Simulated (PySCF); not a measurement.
SMILES C[Si](C)(C)[O] (C3H9OSi), doublet (PBE0/def2-SVP optimised geometry):

```
14

C     -0.921    -1.650    -1.435
Si    -0.243    -0.651     0.000
C     -0.929     1.103     0.000
C      1.632    -0.651     0.000
O     -0.842    -1.235     1.470
H     -0.593    -1.229    -2.399
H     -0.573    -2.695    -1.391
H     -2.022    -1.659    -1.417
H     -0.559     1.675     0.863
H     -0.602     1.612    -0.922
H     -2.029     1.101     0.025
H      2.027    -0.216    -0.932
H      2.029    -1.675     0.084
H      2.021    -0.067     0.848
```

Calculation: unrestricted PBE0/def2-TZVP run with PySCF 2.14.0.

Task: What are the frontier orbital energies (α orbitals alone; a β orbital can be the lowest empty one) and the dipole moment?

Result: HOMO-2 -9.73 eV, HOMO-1 -8.68 eV, HOMO -8.29 eV, LUMO 0.83 eV, LUMO+1 1.71 eV; dipole moment 2.31 D.

On the same geometry unrestricted PBE/def2-TZVP (PySCF 2.14.0) gives HOMO-2 -7.96 eV, HOMO-1 -7.32 eV, HOMO -6.59 eV, LUMO 0.04 eV, LUMO+1 0.82 eV; dipole moment 2.67 D.

Meta-Löwdin charges at PBE0/def2-TZVP: C1 -0.62, Si2 1.13, C3 -0.60, C4 -0.62, O5 -0.48, H6 0.13, H7 0.13, H8 0.13, H9 0.14, H10 0.13, H11 0.14, H12 0.13, H13 0.13, H14 0.13.
